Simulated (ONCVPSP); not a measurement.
**Cl (Z = 17), ONCV: configuration errors across variants**

Cl, optimised norm-conserving Vanderbilt (ONCV), made with ONCVPSP 4.0.1 (PBE, scalar-relativistic). Core [He], reference 2s2 2p6 3s2 3p3 (charge +2). Waves: 2s+3s: rc 0.60 bohr, ncon 4, nbas 8, qcut 21.9 1/bohr, 2 projectors; 2p+3p: rc 0.75 bohr, ncon 4, nbas 8, qcut 18.1 1/bohr, 3 projectors, debl 3.7 Ha; d scattering state at 0.35 Ha: rc 0.65 bohr, ncon 4, nbas 7, qcut 17.1 1/bohr, 3 projectors, debl 3.5 Ha. Local part: polynomial inside 0.50 bohr (lpopt 1, dvloc0 1 Ha). Core correction: polynomial model core, fcfact 0.7.

All-electron excitation energies from the reference (eV): (1) 2s2 2p6 3s2 3p5 -39.322; (2) 2s2 2p6 3s2 3p4 -25.447; (3) 2s2 2p6 3s2 3p2 38.307; (4) 2s2 2p6 3s2 3p1 90.550.

2 further variants failed, have other tests or another functional or relativity, and are left out.

A true bound ghost makes a file unfit for plane-wave use even where its test errors are small: the radial tests pick states by their node count and pass the ghost by.

Errors AE − PS in meV (a dash: test not solved or not reliable):

```csv
change,(1),(2),(3),(4),bound ghosts,GHOST(+) flags above zero
base,+3.3,+1.5,+1.5,+10,none,"s, d"
s: qcut 25.2,+2.8,+1.3,+1.3,+9.3,none,d
p: qcut 22.8,+3.0,+1.4,+0.8,+7.1,none,"s, d"
d: nbas 9,+3.3,+1.5,+1.5,+10,none,"s, d"
p: debl 2.25,+3.3,+1.5,+1.5,+10,none,"s, d"
s: qcut 27; p: qcut 22.3; d: qcut 21.1,+2.6,+1.3,+0.7,+6.5,none,none
"all radii but the core radius scaled by about 1.05 (s 0.64, p 0.78, d 0.68 bohr); local potential polynomial inside 0.52 bohr (lpopt 1, dvloc0 1 Ha)",+3.3,+1.6,+1.3,+9.7,none,d
```

Give the same row for: local potential polynomial inside 0.55 bohr (lpopt 5, dvloc0 -1 Ha).

+3.0, +1.4, +1.3, +9.7; bound ghosts: d; GHOST(+) flags above zero: none.
